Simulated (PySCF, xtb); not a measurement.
C2F5, SMILES FC([C](F)F)(F)F, multiplicity 2.

Harmonic wavenumbers (cm⁻¹) from GFN2-xTB (xtb 6.7.1) at its own minimum, in rising order: 33, 167, 178, 334, 382, 432, 525, 527, 585, 761, 983, 1085, 1108, 1239, 1293.

### Question
What does PBE0-D3(BJ)/def2-SVP run with PySCF give at its own minimum? (An estimate is asked for; the answer gives what the named calculation found.)

### Answer
55, 207, 220, 372, 428, 525, 601, 622, 715, 852, 1177, 1251, 1301, 1366, 1474. Paired by order, the mean absolute difference is 102 cm⁻¹ and the zero-point energies are 13.8 and 16.0 kcal/mol.
